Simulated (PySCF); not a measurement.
This script is equivalent to a calculation on Al⁺ (aluminium, charge +1).

```python
from pyscf import gto, scf, dft, mp, cc
import basis_set_exchange as bse
mol = gto.M(atom="Al 0 0 0", charge=1, spin=0, symmetry="D2h",
            basis=gto.basis.parse(bse.get_basis("x2c-SVPall", elements=["Al"], fmt="nwchem", header=False)),
            nucmod="G")
mf = dft.UKS(mol, xc="M062X").sfx2c1e()
mf.irrep_nelec = {'Ag': (3, 3), 'B1u': (1, 1), 'B2u': (1, 1), 'B3u': (1, 1)}
mf.kernel()
```

Task: What total energy does it give?

Result: -242.490 hartree (calculated).

Task: Which occupied shell lies highest, and where?

Result: 3s, at -16.727 eV.
